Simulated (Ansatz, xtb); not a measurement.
Isomers of C4H5B2Cl in order of energy

8 gas-phase structures of C4H5B2Cl, from a drawn sample of its isomers (lower ones may exist). Each was relaxed with GFN2-xTB:

A. `BC1=CBC(Cl)=C1`, a singlet
B. `BC1=CB(Cl)C=C1`, a singlet
C. `BB1C=CC(Cl)=C1`, a singlet
D. `BB1C=CC=C1Cl`, a singlet
E. `BC1=CC=C(Cl)B1`, a singlet
F. `BC1=CC(Cl)=CB1`, a singlet
G. `BC1=C(Cl)BC=C1`, a singlet
H. `BC1=CBC=C1Cl`, a singlet

Problem. Make a reasoned guess at their ranking by r2SCAN-D4/def2-SVP//GFN2-xTB single-point energy.

Solution. Calculated order at r2SCAN-D4/def2-SVP//GFN2-xTB: B (0.000), F (1.461), H (1.490), E (1.523), G (1.585), A (1.782), C (1.849), D (1.981) eV. Less than 1 kcal/mol parts F and H; H and E, so the order within those pairs means little.

Energies above the lowest of each column, in eV:

```csv
structure,GFN2-xTB,HF/STO-3G,r2SCAN-D4/def2-SVP//GFN2-xTB
B,0.000,0.000,0.000
F,0.794,1.374,1.461
H,0.778,1.411,1.490
E,0.855,1.386,1.523
G,0.825,1.465,1.585
A,0.915,1.423,1.782
C,1.256,1.825,1.849
D,1.311,1.843,1.981
```

Every level run on B puts it lowest or level with the lowest. Some further structures that were screened fall inside this span and aren't listed. Flexible structures stand in one conformer each, not always the lowest. Frequencies (GFN2-xTB) were run for B alone.

Over these structures GFN2-xTB departs from r2SCAN-D4/def2-SVP//GFN2-xTB by 0.160 eV on average once a common shift is removed. A GFN2-xTB relaxation took about 0.086 s and the r2SCAN-D4/def2-SVP//GFN2-xTB energy about 1.7 s on a shared host (Ansatz 0.2.0, xtb 6.7.1).
